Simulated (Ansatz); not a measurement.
A run on C₃H₆BClO, SMILES `CC1(Cl)CBO1` with other settings.

```yaml
crystal:
  periodic: [false, false, false]
  atoms:
    - {symbol: C, position_ang: [-0.273601, -1.509516, 0.002246]}
    - {symbol: C, position_ang: [0.300174, -0.180211, 0.400614]}
    - {symbol: Cl, position_ang: [0.947442, -0.284508, 2.065654]}
    - {symbol: C, position_ang: [-0.537647, 1.080431, 0.138756]}
    - {symbol: B, position_ang: [0.663749, 1.351319, -0.843064]}
    - {symbol: O, position_ang: [1.357116, 0.223120, -0.495493]}
    - {symbol: H, position_ang: [0.499162, -2.277883, 0.036109]}
    - {symbol: H, position_ang: [-0.666244, -1.445440, -1.015263]}
    - {symbol: H, position_ang: [-1.081493, -1.785671, 0.680028]}
    - {symbol: H, position_ang: [-0.622294, 1.743392, 0.998419]}
    - {symbol: H, position_ang: [-1.529863, 0.890324, -0.271879]}
    - {symbol: H, position_ang: [1.020501, 2.139442, -1.662129]}
basis:
  gaussian: {orbitals: "6-31G*", nuclear_model: gaussian}
hamiltonian: {xc: {name: HF}}
correlation: {active_space: {window: {electrons: 2, orbitals: 1}}}
```

```sh
$ ansatz run in.yaml --threads 4 --pin off --events-out ev --progress --plain --max-ram 10444MiB
```

It prints (some lines left out):

```
Functional definition: HF
1059 factors; integrals over basis functions are off by at most 9.2e-4 eV
mean field evaluation 1: about -18395.1745 eV, gradient 3.8e1 eV
mean field evaluation 2: about -18395.2576 eV, gradient 3.8e1 eV
mean field evaluation 4: about -18398.8237 eV, gradient 4.6e0 eV
mean field evaluation 8: about -18398.8898 eV, gradient 2.5e-4 eV
mean field -18398.88977466 eV, -676.1467280034 hartree, gradient 3.8e-6 eV, S^2 0.000000; 0 other end points of the search recorded, 0 dependent functions left out
reference -18398.88977466 eV, -676.1467280034 hartree; 27, 27 occupied and 79, 79 virtual orbitals, 1059 factors
state -18398.88977466 eV, -676.1467280034 hartree
Total energy: -18398.88977466 eV, -676.1467280034 hartree
```

Hardware: 4 threads of an Arm Neoverse V2 on a shared host. Wall time 0.85 s, peak host memory 0.51 GiB.
